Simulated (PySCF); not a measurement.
Choosing a molecule for a target property.

Each SMILES stands for a single optimised conformer of the isolated species, non-relativistic unless stated; the electronic structure was computed with PySCF and density fitting.

Dipoles, sizes and rotational constants follow the conformer. The torsions of the flexible species, by atom-mapped SMILES:
- `[CH3:1][P:2]([CH3:3])[CH2:4][CH2:5][P@H:6]([CH3:7])=[O:8]`: C1–P2–C4–C5 -71°, P2–C4–C5–P6 -43°, C4–C5–P6–C7 -45°
- `[F:1][C:2]([F:3])([F:4])[c:5]1[cH:6][cH:7][p:8][c:9]([Cl:10])[p:11]1`: F1–C2–C5–C6 -59°
- `[CH3:1][CH2:2][CH2:3][CH2:4][NH:5][NH:6][CH3:7]`: C1–C2–C3–C4 -177°, C2–C3–C4–N5 59°, C3–C4–N5–N6 67°, C4–N5–N6–C7 54°
- `[CH3:1][CH2:2][P:3](=[O:4])([CH2:5][CH3:6])[CH2:7][PH2:8]`: C1–C2–P3–O4 -56°, C2–P3–C5–C6 178°, C2–P3–C7–P8 -61°, H–P8–C7–P3 -179°, H–P8–C7–P3 -86°
- `[CH2:1]=[C:2]([Cl:3])[O:4][SiH3:5]`: C1–C2–O4–Si5 180°
- `[CH3:1][CH2:2][CH2:3][c:4]1[cH:5][cH:6][cH:7][c:8]([C:9]#[O+:10])[cH:11]1`: C1–C2–C3–C4 180°, C2–C3–C4–C5 85°
- `[CH2:1]=[N:2][Si@H:3]([PH2:4])[O:5][Si:6]([CH3:7])([CH3:8])[CH3:9]`: C1–N2–Si3–P4 109°, N2–Si3–O5–Si6 91°, Si3–O5–Si6–C7 179°, H–P4–Si3–N2 59°, H–P4–Si3–N2 151°

(1) Wanted: HOMO energy between -7.7 eV and -6.4 eV (PBE0/pcSseg-1) and dipole moment below 2.7 D (PBE0/pcSseg-1), at GFN2-xTB geometries. Which candidate meets both?
A. `C(CP(C)C)[P@@H](=O)C`
B. `p1c(pccc1C(F)(F)F)Cl`
C. `CCP(=O)(CC)CP`
D. `C=C(Cl)O[SiH3]`
E. `CCCCNNC`

(2) Wanted: smallest rotational constant between 0.4 GHz and 0.5 GHz (GFN2-xTB) and HOMO–LUMO gap below 6.6 eV (PBE0/pcSseg-1), at GFN2-xTB geometries. Which candidate meets both?
A. `C=C(Cl)O[SiH3]`
B. `C=N[Si@H](P)O[Si](C)(C)C`
C. `CP(C)CC[P@H](C)=O`
D. `FC(F)(F)C1=PC(Cl)=PC=C1`
E. `CCCCNNC`
F. `CCCC1=CC=CC(C#[O+])=C1`
G. `C(P)P(CC)(CC)=O`

Results:

(1) D. Computed values:
| species | HOMO energy | dipole moment |
| --- | --- | --- |
| p1c(pccc1C(F)(F)F)Cl | -7.83 eV | 2.35 D |
| CCP(=O)(CC)CP | -7.50 eV | 3.04 D |
| C=C(Cl)O[SiH3] | -6.96 eV | 0.94 D |
| C(CP(C)C)[P@@H](=O)C | -6.77 eV | 5.02 D |
| CCCCNNC | -6.03 eV | 1.61 D |

(2) F. Computed values:
```csv
species,smallest rotational constant,HOMO–LUMO gap
FC(F)(F)C1=PC(Cl)=PC=C1,0.365 GHz,4.87 eV
CCCC1=CC=CC(C#[O+])=C1,0.477 GHz,4.40 eV
C=N[Si@H](P)O[Si](C)(C)C,0.551 GHz,6.17 eV
CP(C)CC[P@H](C)=O,0.720 GHz,7.45 eV
C(P)P(CC)(CC)=O,0.857 GHz,7.84 eV
CCCCNNC,1.155 GHz,7.31 eV
C=C(Cl)O[SiH3],1.629 GHz,7.04 eV
```
